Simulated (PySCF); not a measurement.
## Si2BPH8O3

Si2BPH8O3 is a molecule drawn to mimic a surface site (built as: Si site whose three back bonds go to H, OB(OH)2, PHSiH3; end group H), neutral, singlet. The structure, one conformer, was relaxed in the gas phase by PBE0-D3(BJ)/def2-SVP. No frequency run checks that it is a minimum.

SMILES: OB(O)O[SiH2]P[SiH3]

```csv
atom,x (Å),y (Å),z (Å)
Si1,-0.011,0.143,-0.009
O2,1.314,-0.796,0.391
B3,2.644,-0.504,0.257
O4,3.592,-1.399,0.650
O5,3.012,0.695,-0.274
P6,-1.842,-1.093,0.438
Si7,-3.262,0.389,-0.517
H8,0.011,1.415,0.770
H9,-0.025,0.442,-1.472
H10,3.192,-2.202,0.998
H11,3.968,0.789,-0.323
H12,-2.016,-0.581,1.762
H13,-2.863,1.819,-0.317
H14,-4.621,0.181,0.064
H15,-3.294,0.106,-1.982
```

Shieldings: GIAO PBE0/pcSseg-1. Shifts are against computed references at the same level: H TMS (σ 31.27 ppm), Si TMS (σ 352.0 ppm). Core levels by delta-SCF with SCAN, pcX-2 on the ionised atom and pcseg-1 elsewhere, spin-free X2C (2p3/2 is the spin-free 2p value less a third of a first-order spin-orbit splitting); from the vacuum level, for chosen atoms.

Problem. Give the shieldings and core levels atom by atom.

Solution. 
| atoms | bonded to | σ (ppm) | δ (ppm) | core level (eV) |
| --- | --- | --- | --- | --- |
| Si1 | 1 O + 1 P + 2 H | 361.6 | -9.6 | 2p3/2 107.32 |
| O2 | 1 B + 1 Si | 254.0 | - | 1s 538.18 |
| B3 | 3 O | 82.8 | - | 1s 198.30 |
| O4 | 1 B + 1 H | 245.6 | - | 1s 539.22 |
| O5 | 1 B + 1 H | 251.0 | - | - |
| P6 | 2 Si + 1 H | 621.3 | - | 2p3/2 135.89 |
| Si7 | 1 P + 3 H | 434.4 | -82.4 | - |
| H8 | 1 Si | 25.76 | 5.51 | - |
| H9 | 1 Si | 26.15 | 5.11 | - |
| H10 | 1 O | 28.17 | 3.10 | - |
| H11 | 1 O | 28.13 | 3.13 | - |
| H12 | 1 P | 30.08 | 1.18 | - |
| H13 H14 H15 | 1 Si | 27.36 | 3.91 | - |

Values are those of this one static structure, with the three H of a rotating XH3 group averaged; atoms that internal rotation interchanges would show their mean in an NMR spectrum.

Problem. Which of O2, O4 holds its core electrons tightest, and by how much against the loosest?

Solution. O4 (bonded to 1 B + 1 H), by 1.04 eV over O2 (bonded to 1 B + 1 Si).

Problem. By CAM-B3LYP/def2-SVPD (TDDFT singlets, Tamm-Dancoff triplets, ionisation by delta-SCF), where does absorption start, and what does vertical ionisation take?

Solution. The lowest singlet lies at 6.23 eV (f 0.008), the strongest of the first 6 at 6.87 eV (f 0.122), the lowest triplet at 5.49 eV; vertical ionisation takes 9.41 eV.

The 3 runs behind this took 3.3 min in all, one thread each of Arm Neoverse V1 on a shared host, launched as `OMP_NUM_THREADS=1 python cluster_run.py task.json out`.
